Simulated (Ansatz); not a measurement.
Geometry optimisation, RKS PBE-D4/def2-SVP in Ansatz 0.2.0.

Input file:

```yaml
crystal:
  periodic: [false, false, false]
  atoms:
    - { symbol: Si, position_ang: [-0.447592, -0.016228, -0.593938] }
    - { symbol: H, position_ang: [0.288116, 0.569171, 1.90114] }
    - { symbol: "N", position_ang: [1.197345, -0.307872, -0.268838] }
    - { symbol: H, position_ang: [1.557466, -1.197828, 0.071478] }
    - { symbol: H, position_ang: [1.878977, 0.45163, -0.260759] }
    - { symbol: F, position_ang: [-0.538482, 1.587439, -0.848013] }
    - { symbol: F, position_ang: [-0.940614, -0.748166, -1.968249] }
    - { symbol: S, position_ang: [-1.828447, -0.723752, 0.895681] }
    - { symbol: H, position_ang: [-2.648137, -1.227634, -0.06842] }
    - { symbol: H, position_ang: [-0.243832, 0.740441, 2.359318] }
basis:
  gaussian: { orbitals: def2-SVP }
hamiltonian:
  xc: pbe
  dispersion: d4
relax:
  f_tol: 0.03
  max_steps: 50
```

Command:

```bash
$ ansatz run input.yaml --threads 2 --pin off --max-ram 3072MiB --backend cpu --events-out ev --progress --plain --runs-dir out
```

Problem. Where does it end, and by what steps?

Solution. It converged. The force dipped under the threshold on the way, but the program's further checks kept it going. After 14 steps the energy has fallen by 0.196 eV; H10 moved furthest, 1.08 Å.

```json
{"step": "0", "energy less start (eV)": "0.0000", "largest force component (eV/Å)": "1.447", "accepted": "yes"}
{"step": "1", "energy less start (eV)": "-0.1158", "largest force component (eV/Å)": "0.117", "accepted": "yes"}
{"step": "2", "energy less start (eV)": "-0.1419", "largest force component (eV/Å)": "0.120", "accepted": "yes"}
{"step": "3", "energy less start (eV)": "-0.1670", "largest force component (eV/Å)": "0.166", "accepted": "yes"}
{"step": "4", "energy less start (eV)": "-0.1658", "largest force component (eV/Å)": "0.734", "accepted": "no"}
{"step": "5", "energy less start (eV)": "-0.1814", "largest force component (eV/Å)": "0.117", "accepted": "yes"}
{"step": "6", "energy less start (eV)": "-0.1885", "largest force component (eV/Å)": "0.105", "accepted": "yes"}
{"step": "7", "energy less start (eV)": "-0.1864", "largest force component (eV/Å)": "0.548", "accepted": "no"}
{"step": "8", "energy less start (eV)": "-0.1919", "largest force component (eV/Å)": "0.036", "accepted": "yes"}
{"step": "9", "energy less start (eV)": "-0.1935", "largest force component (eV/Å)": "0.099", "accepted": "yes"}
{"step": "10", "energy less start (eV)": "-0.1941", "largest force component (eV/Å)": "0.151", "accepted": "yes"}
{"step": "11", "energy less start (eV)": "-0.1953", "largest force component (eV/Å)": "0.096", "accepted": "yes"}
{"step": "12", "energy less start (eV)": "-0.1958", "largest force component (eV/Å)": "0.029", "accepted": "yes"}
{"step": "13", "energy less start (eV)": "-0.1962", "largest force component (eV/Å)": "0.027", "accepted": "yes"}
{"step": "14", "energy less start (eV)": "-0.1963", "largest force component (eV/Å)": "0.023", "accepted": "yes"}
```

```xyz
10
Properties=species:S:1:pos:R:3
Si -0.563 -0.080 -0.814
H 0.608 0.663 2.365
N 0.981 -0.170 -0.095
H 1.321 -1.026 0.345
H 1.736 0.458 -0.378
F -0.772 1.475 -1.247
F -0.768 -0.907 -2.209
S -1.995 -0.825 0.568
H -2.797 -1.303 -0.426
H 0.524 0.843 3.110
```

Whether the end is a true minimum wasn't checked by a vibrational analysis.

Run time: 25 s on 2 threads of Arm Neoverse V2, on a shared host, peak memory 0.15 GiB.
